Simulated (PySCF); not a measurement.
CH4Te, SMILES C[TeH].

Geometry: B3LYP-D3(BJ)/def2-TZVP. The def2 effective core potentials stand for the cores of Te; spin–orbit coupling is left out.

These are TDDFT-LC-ωPBE/def2-SVPD run with PySCF values and carry that method's errors.

Vertical excitations.  State labels are in the subgroup Cs.

```json
[
 {"state": "S1", "symmetry": "A\"", "energy (eV)": "3.99", "λ (nm)": "311", "f": "0.001", "main pairs": "HOMO→LUMO 69 %, HOMO→LUMO+4 20 %"},
 {"state": "S2", "symmetry": "A\"", "energy (eV)": "5.21", "λ (nm)": "238", "f": "0.019", "main pairs": "HOMO→LUMO+1 78 %, HOMO→LUMO+5 12 %"},
 {"state": "S3", "symmetry": "A\"", "energy (eV)": "6.61", "λ (nm)": "187", "f": "0.209", "main pairs": "HOMO→LUMO+4 57 %, HOMO→LUMO+5 27 %"},
 {"state": "S4", "symmetry": "A\"", "energy (eV)": "6.70", "λ (nm)": "185", "f": "0.004", "main pairs": "HOMO→LUMO+2 96 %"},
 {"state": "S5", "symmetry": "A'", "energy (eV)": "6.95", "λ (nm)": "178", "f": "0.031", "main pairs": "HOMO→LUMO+3 94 %"},
 {"state": "S6", "symmetry": "A'", "energy (eV)": "7.18", "λ (nm)": "173", "f": "0.070", "main pairs": "HOMO−1→LUMO 52 %, HOMO→LUMO+6 20 %, HOMO−1→LUMO+1 10 %, HOMO−1→LUMO+4 9 %"},
 {"state": "S7", "symmetry": "A\"", "energy (eV)": "7.26", "λ (nm)": "171", "f": "0.061", "main pairs": "HOMO→LUMO+5 50 %, HOMO→LUMO+4 18 %, HOMO→LUMO 16 %"},
 {"state": "S8", "symmetry": "A'", "energy (eV)": "7.79", "λ (nm)": "159", "f": "0.176", "main pairs": "HOMO→LUMO+6 68 %, HOMO−1→LUMO 20 %"},
 {"state": "S9", "symmetry": "A'", "energy (eV)": "7.99", "λ (nm)": "155", "f": "0.148", "main pairs": "HOMO−1→LUMO+1 67 %, HOMO−1→LUMO+5 11 %, HOMO−2→LUMO 10 %"},
 {"state": "S10", "symmetry": "A\"", "energy (eV)": "8.03", "λ (nm)": "154", "f": "0.003", "main pairs": "HOMO→LUMO+8 80 %"},
 {"state": "T1", "symmetry": "A\"", "energy (eV)": "3.47", "λ (nm)": "358", "f": "0", "main pairs": "HOMO→LUMO 66 %, HOMO→LUMO+4 22 %"},
 {"state": "T2", "symmetry": "A\"", "energy (eV)": "4.55", "λ (nm)": "272", "f": "0", "main pairs": "HOMO→LUMO+1 61 %, HOMO→LUMO+5 28 %"},
 {"state": "T3", "symmetry": "A'", "energy (eV)": "5.67", "λ (nm)": "219", "f": "0", "main pairs": "HOMO−1→LUMO 62 %, HOMO−1→LUMO+4 23 %"},
 {"state": "T4", "symmetry": "A\"", "energy (eV)": "5.94", "λ (nm)": "209", "f": "0", "main pairs": "HOMO→LUMO+4 35 %, HOMO→LUMO+5 31 %, HOMO→LUMO+1 18 %, HOMO→LUMO+7 10 %"}
]
```
Triplets are in the Tamm–Dancoff approximation, which puts them higher than full response would, so one can lie above its singlet here.
